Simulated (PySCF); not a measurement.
Delta-SCF ions had no search for a lower state. Excitations are Tamm–Dancoff values on a coarser integration grid. The basis has no diffuse functions, so Rydberg states are missing or too high.

CH₁₂Ge₅N₂, SMILES `N#[C][GeH2][GeH2][GeH2][GeH2][GeH2][NH2]` (charge 0, multiplicity 1)

Computed with TPSSh-D3(BJ)/def2-TZVP // PBE0-D3(BJ)/def2-SVP in PySCF.

* **HOMO**: -6.75 eV
* **dipole moment**: 5.91 D
* **HOMO–LUMO gap**: 5.25 eV
* **LUMO**: -1.50 eV
* **S1 excitation (TDA)**: 4.99 eV
* **S1 oscillator strength**: 0.067
* **brightest of the four lowest singlets (TDA)**: 5.75 eV
* **T1 excitation (TDA)**: 4.69 eV
* **S1–T1 gap (TDA)**: 0.30 eV
* **vertical ionisation energy (Delta-SCF)**: 8.62 eV
* **total energy**: -10539.8121 Ha
* **cost**: roughly 2.7 core-hours

```xyz
20

N     -4.3056     2.1918     1.3931
C     -4.2877     1.3032     0.6477
Ge    -4.1873    -0.2007    -0.5581
Ge    -2.1584    -1.4406    -0.0802
Ge    -1.9966    -3.3738    -1.5368
Ge     0.0602    -4.6019    -1.1555
Ge     0.1789    -6.5713    -2.5632
N      1.7136    -7.4851    -2.1122
H     -4.2046     0.3921    -1.9746
H     -5.4617    -1.0219    -0.3140
H     -0.9600    -0.4974    -0.2907
H     -2.1986    -1.8770     1.3956
H     -3.2194    -4.2793    -1.2821
H     -2.0687    -2.8903    -3.0002
H      1.2500    -3.6604    -1.4242
H      0.1023    -5.0080     0.3329
H     -1.1363    -7.3810    -2.4051
H      0.3236    -6.1685    -4.0427
H      1.7393    -7.7987    -1.1451
H      1.9097    -8.2851    -2.7096
```
Charge 0, spin multiplicity 1.
